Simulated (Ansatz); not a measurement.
Two isomers of CH5NOSi: A = `N=C(O)[SiH3]`, B = `N=C[SiH2]O`.

Program: Ansatz. Geometries: PBE0-D4/def2-TZVP. ΔE: electronic, gas phase. CCSD(T)/CBS adds triple-zeta CCSD(T) − MP2 to the extrapolated MP2 energy (def2 sets, frozen cores). Functionals use def2-TZVPP. Each species was taken in one conformer, which may not be the lowest.

Problem. Which is lower in electronic energy at CCSD(T)/CBS, and by how much? (Estimate.)

Solution. The calculation gave: B, by 24.7 kcal/mol.

Problem. Give E(B) − E(A) in kcal/mol with PBE-D4, CCSD(T)/def2-SVP, ωB97M-V, PBE0-D4, r2SCAN-D4, B2PLYP, BLYP-D4. (An estimate is asked.)

Solution. Ansatz gave: PBE-D4 -18.6, CCSD(T)/def2-SVP -18.4, ωB97M-V -22.9, PBE0-D4 -20.5, r2SCAN-D4 -21.0, B2PLYP -23.1, BLYP-D4 -20.7. None reverses the order clearly.

Problem. Does the order hold for the free energy at 298.15 K (harmonic terms from PBE0-D4)? (Best estimate.)

Solution. Ansatz gave: Yes: G(B) − G(A) = -23.4 kcal/mol, for one conformer each.

Largest T1 diagnostic: 0.014.

Leaving LDA and LC-ωPBE aside and taking each functional with its dispersion term where it has one, the values, not all of them listed here, spread over 5.4 kcal/mol, from BHLYP-D4 to PBE-D4. LDA lies +1.2 kcal/mol from PBE without D4. At CCSD(T), def2-SVP lies +6.2 kcal/mol from the extrapolated value and def2-TZVPP +0.7 kcal/mol.
